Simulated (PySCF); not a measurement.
B97-3 on Ga⁻ (gallium, charge -1), [Ar] 3d10 4s2 4p2, high-spin 3P determinant. Computed with PySCF 2.14 in aug-cc-pVDZ-PP with ECP10MDF, with scalar relativity through the core potential.

```
cycle= 1 E= -259.473469680809  delta_E= -0.00562  |g|= 0.0279  |ddm|= 0.283
cycle= 2 E= -259.473935821126  delta_E= -0.000466  |g|= 0.0119  |ddm|= 0.104
cycle= 3 E= -259.474006505319  delta_E= -7.07e-05  |g|= 0.00257  |ddm|= 0.0219
cycle= 4 E= -259.474016225069  delta_E= -9.72e-06  |g|= 0.0011  |ddm|= 0.0235
cycle= 5 E= -259.47401973624  delta_E= -3.51e-06  |g|= 0.000394  |ddm|= 0.00825
cycle= 6 E= -259.4740210233  delta_E= -1.29e-06  |g|= 0.000116  |ddm|= 0.0108
cycle= 7 E= -259.4740211051  delta_E= -8.18e-08  |g|= 9.5e-06  |ddm|= 0.00306
cycle= 8 E= -259.474021105498  delta_E= -3.98e-10  |g|= 7.88e-07  |ddm|= 0.000129
converged SCF energy = -259.474021105498  <S^2> = 2.0020665  2S+1 = 3.0013774
```

Highest occupied orbital energy: 0.929 eV; ⟨L²⟩ = 2.01; populations by l: s 4.00, p 8.00, d 10.00.

Q: Can this result be used?

A: With care. Self-consistency was reached. Energies and moments cover only the electrons outside the core potential. At B97-3 the highest occupied level has a positive energy, so only the finite basis holds that electron; in a semilocal or global hybrid functional this comes from self-interaction and does not mean that the real anion is unbound.
